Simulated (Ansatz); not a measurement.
Input for Ansatz (an electronic-structure program): U-CCSD(T)/def2-SVP on BHI2 (SMILES IBI), a point of a bond scan (R = 2.325 Å). Elements past Kr take the def2 small-core potentials; no spin–orbit coupling. The run froze 19 orbitals, filled d shells among them.

Ansatz 0.2 input:
```yaml
crystal:
  periodic: [false, false, false]
  atoms:
    - {symbol: B, position_ang: [-0.70417345, -0.42698726, -0.46384859]}
    - {symbol: H, position_ang: [-1.58315679, -0.95997341, -1.04284684]}
    - {symbol: I, position_ang: [-0.37434685, 1.85012867, -0.79734720]}
    - {symbol: I, position_ang: [0.50063343, -1.58472360, 0.83046480]}
basis:
  gaussian:
    orbitals: def2-SVP
correlation: {method: ccsd_t, electrons: outside_noble_gas}
scf: {omitted_lower_state_checks: [cluster_reference]}
magnetization: {spin_polarized: true, initial_magnetization: 0}
```

**Question.** What total energy does the run end on?

**Answer.** -618.8988 hartree (reference determinant -618.5823, T1 diagnostic 0.019).
